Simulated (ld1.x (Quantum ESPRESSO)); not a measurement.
What one change does to a pseudopotential (S (Z = 16), TM)

sulfur, norm-conserving Troullier–Martins (Kleinman–Bylander form), made with ld1.x (Quantum ESPRESSO) 7.5 (PBE, non-relativistic). Core [Ne], reference 3s2 3p2 (charge +2). Waves: 3s (bound): rc 1.30 bohr; 3p (bound): rc 1.65 bohr. Local part: all-electron potential smoothed inside 1.15 bohr (lloc = -2). Core correction: Bessel-smoothed model core, default radius (core density twice the valence density).

All-electron outer shells of the reference configuration (PBE, non-relativistic, ld1.x):

```tsv
shell	level (eV)	outermost node (bohr)	outermost maximum (bohr)
3s	-39.26	0.60	1.37
3p	-27.99	0.58	1.50
```

Change: wave 3s (bound): rc 1.30 bohr becomes 3s (bound): rc 0.80 bohr.

Cutoffs: the cutoffs (Ry, on a coarse ladder) from which the occupation-weighted sum of valence levels, in a spherical-Bessel basis at the reference potential, stays within 10 and 1 mRy of its value at 400 Ry; they do not see the model core or the augmentation charge, which bear on the density cutoff. Errors are all-electron minus pseudo energies relative to the spin-unpolarised reference configuration.

Problem. Predict the effect on cutoff, ghosts and configuration errors.

Solution. A bound ghost appears in s, which as a rule spoils a file; of the 7 tests that both files solve, the error grows in 3 and shrinks in 0 by more than 15 % and 0.3 meV (median size 21.9 → 31.5 meV). That the errors move this way runs against the usual rule that smaller radii transfer better.

| quantity | base | changed |
| --- | --- | --- |
| cutoff, loose | 40 Ry | over 300 Ry |
| cutoff, tight | 60 Ry | over 300 Ry |
| loose cutoff by channel (10 mRy a level) | s 21 Ry, p 12 Ry | s over 300 Ry, p 12 Ry |
| bound ghosts | none | s |
| error for 3s2 3p4, meV [ΔE -34.08 eV] | +32 | +29 |
| error for 3s2 3p3, meV [ΔE -22.30 eV] | +12 | +11 |
| error for 3s2 3p1, meV [ΔE 34.05 eV] | +22 | +22 |
| error for 3s0 3p6, meV [ΔE -13.60 eV] | +18 | -161 |
| error for 3s1 3p4, meV [ΔE -11.55 eV] | +8.3 | -42 |
| error for 3s1 3p5, meV [ΔE -23.90 eV] | +25 | -32 |
| error for 3s2 3p4.3, meV [ΔE -35.79 eV] | +37 | +33 |
| s: phases at 1.79 bohr within 0.05 rad from the reference energy up to (Ry; the scan ends near 5) | 1.5 | 0.9 |
| p: phases at 1.79 bohr within 0.05 rad from the reference energy up to (Ry; the scan ends near 5) | 3.5 | 3.5 |

 A true bound ghost makes a file unfit for plane-wave use even where its test errors are small: the radial tests pick states by their node count and pass the ghost by.
